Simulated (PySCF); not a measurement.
## Dipole moment and polarisability of `[SiH3][SiH2]c1cncs1`

Compound: C₃H₇NSSi₂.
Geometry (GFN2-xTB, Å), atoms numbered from 1 in this order:
```xyz
14
C3H7NSSi2 angstrom
Si    -2.321    1.234    0.103
Si    -1.252   -0.820    0.033
C      0.600   -0.571    0.210
C      1.560   -0.456   -0.753
N      2.820   -0.221   -0.325
C      2.873   -0.144    0.952
S      1.350   -0.358    1.759
H     -2.044    1.975    1.336
H     -1.918    2.098   -1.011
H     -3.774    1.063    0.019
H     -1.639   -1.747    1.104
H     -1.404   -1.545   -1.235
H      1.379   -0.544   -1.809
H      3.770    0.035    1.511
```

Level: CAM-B3LYP/def2-SVPD (PySCF), static field, nuclei fixed, core orbitals frozen in the response. The polarisability tensor in these axes (au):

```
x   138.19  -4.82   3.03
y    -4.82  94.38   1.30
z     3.03   1.30 107.99
```

Diagonalise the tensor; give its mean and Δα, where Δα² is half the sum of the squared differences of the eigenvalues.

Principal values 93.67, 107.91 and 138.98 au; mean 113.52 au = 16.82 Å³ = 18.72 × 10⁻⁴⁰ C²·m²/J; Δα = 40.14 au (35 % of the mean).

What is the dipole moment, and where does it point?

(-1.17, -0.01, 0.80) D, 1.42 D in size, pointing from the negative to the positive side. Measured along this direction, the outermost atoms are N5 at the negative end and H10 at the positive end.

Refractivity n − 1 of an ideal gas of it at 350 K and 1 atm, from the electronic α?

N = p/kT = 2.0968 × 10¹⁹ cm⁻³, so n − 1 = 2π × N × 16.82 × 10⁻²⁴ cm³ = 2216 × 10⁻⁶ at long wavelengths, for an ideal gas.

What are the principal values of the traceless quadrupole moment, Θ = ½Σq(3rr − r²1), about the centre of nuclear charge?

-7.74, -1.96, 9.71 D·Å. The values depend on the origin, since the dipole doesn't vanish. The electronic extent ⟨r²⟩ about the same centre is 1569 bohr², a root-mean-square distance of 2.40 Å for the 76 electrons.

Find the Langevin capture rate constant for H3O+ (19.018 u) meeting this molecule (144.984 u), k = 2.342 × 10⁻⁹ cm³/s × √(α in Å³ / reduced mass in u).

The reduced mass is 16.81 u, so k = 2.34 × 10⁻⁹ cm³/s. The formula leaves out the permanent dipole, which adds to the capture rate.

One conformer (not necessarily the lowest) at the GFN2-xTB geometry, without solvent, vibrations or thermal averaging.

The run behind these numbers computed excited states as well. Hardware: Arm Neoverse N1, one thread, no GPU, shared host with 64 logical CPUs at a one-minute load of 63. Cost: 86 s, 0.97 GiB resident at most.
